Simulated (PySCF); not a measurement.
# Correlation energy of Si⁻ (silicon, charge -1)

[Ne] 3s2 3p3, high-spin 4S determinant. All numbers are calculated (PySCF 2.14, the non-relativistic Hamiltonian (point nucleus), in aug-cc-pwCVTZ (8s7p5d3f, 75 functions)). Frozen: [Ne]; 5 electrons correlated.

| level | correlation energy (mhartree) |
| --- | --- |
| CCSD | -92.70 |
| (T) | -4.86 |
| CCSD(T) | -97.56 |

Diagnostics: T1 = 0.0073, D1 = 0.0161, largest double amplitude 0.050.

Cost of the coupled-cluster step: of the order of 7 core-seconds, for 5 correlated electrons.

Iterations:

```
CC2 = 0
CCSD nocc = (np.int64(4), np.int64(1)), nmo = (70, 70)
frozen orbitals [[0, 1, 2, 3, 4], [0, 1, 2, 3, 4]]
max_cycle = 100
direct = 0
conv_tol = 1e-08
conv_tol_normt = 1e-06
diis_space = 8
diis_start_cycle = 0
Init t2, MP2 energy = -0.0770720617956351
Init E_corr(UCCSD) = -0.0770720617959315
cycle = 1  E_corr(UCCSD) = -0.088951297031297  dE = -0.0118792352  norm(t1,t2) = 0.0497789
cycle = 2  E_corr(UCCSD) = -0.0915461847122394  dE = -0.00259488768  norm(t1,t2) = 0.0152529
cycle = 3  E_corr(UCCSD) = -0.0927026738404789  dE = -0.00115648913  norm(t1,t2) = 0.00599051
cycle = 4  E_corr(UCCSD) = -0.0926951054720956  dE = 7.56836838e-06  norm(t1,t2) = 0.00133005
cycle = 5  E_corr(UCCSD) = -0.0926945480466987  dE = 5.57425397e-07  norm(t1,t2) = 0.000333476
cycle = 6  E_corr(UCCSD) = -0.0926955643895463  dE = -1.01634285e-06  norm(t1,t2) = 0.000103799
cycle = 7  E_corr(UCCSD) = -0.0926956958312874  dE = -1.31441741e-07  norm(t1,t2) = 2.6577e-05
cycle = 8  E_corr(UCCSD) = -0.092695768885448  dE = -7.30541606e-08  norm(t1,t2) = 6.57677e-06
cycle = 9  E_corr(UCCSD) = -0.0926957346697781  dE = 3.42156699e-08  norm(t1,t2) = 1.26596e-06
cycle = 10  E_corr(UCCSD) = -0.0926957363090426  dE = -1.63926447e-09  norm(t1,t2) = 3.12388e-07
UCCSD converged
E(UCCSD) = -288.9807866184518  E_corr = -0.09269573630904257
UCCSD(T) correction = -0.00485872461374376
```
